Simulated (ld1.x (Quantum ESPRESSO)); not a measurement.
# Cr (Z = 24): from the effect back to the setting (RRKJ)

Base potential:

chromium (Cr), norm-conserving RRKJ (Kleinman–Bylander form), made with ld1.x (Quantum ESPRESSO) 7.5 (PBE, scalar-relativistic). Core [Ne], reference 3s2 3p6 3d5 4s1 4p0. Waves: 3s (bound): rc 0.80 bohr; 3p (bound): rc 0.90 bohr; 3d (bound): rc 2.15 bohr. Local part: all-electron potential smoothed inside 1.55 bohr (lloc = -2). Core correction: none. rho0 = 0.005.

Occupied shells without a wave of their own: 4s. They enter only through the test configuration that unscreens the potential.

Cutoffs, loose and tight: the cutoffs (Ry, on a coarse ladder) from which the occupation-weighted sum of valence levels, in a spherical-Bessel basis at the reference potential, stays within 10 and 1 mRy of its value at 400 Ry. They do not see the model core or the augmentation charge, which bear on the density cutoff. Test errors are all-electron minus pseudo excitation energies from the reference, over the configurations 3s2 3p6 3d5 4s0 4p0; 3s2 3p6 3d4 4s0 4p0; 3s2 3p6 3d3 4s0 4p0; 3s2 3p6 3d4 4s1 4p1; 3s2 3p6 3d4 4s1 4p0; 3s2 3p5 3d5 4s1 4p0; 3s1 3p6 3d5 4s1 4p0; variants that change the core or the reference have their own tests.

Only the scale of all radii (base = 1) is moved (1 further runs of the sweep failed or gave no value and are left out):

| scale of all radii (base = 1) | cutoff, loose | cutoff, tight | bound ghosts | largest test error (meV) |
| --- | --- | --- | --- | --- |
| 0.92 | 200 Ry | 260 Ry | none | -424 |
| 1.03 | 180 Ry | 260 Ry | none | no test is counted, since the test run did not reproduce the reference configuration |
| 1.15 | 160 Ry | 230 Ry | none | no test is counted, since the test run did not reproduce the reference configuration |
| 1.36 | 90 Ry | 140 Ry | none | no test is counted, since the test run did not reproduce the reference configuration |

One more run gave cutoff, loose: 120 Ry; cutoff, tight: 200 Ry; bound ghosts: none; largest test error (meV): no test is counted, since the test run did not reproduce the reference configuration. Which value of the scale of all radii (base = 1) was used?

1.23. The loose cutoff moves one way along this sweep, from 200 Ry at 0.92 to 90 Ry at 1.36, which places the run between 1.15 and 1.36.
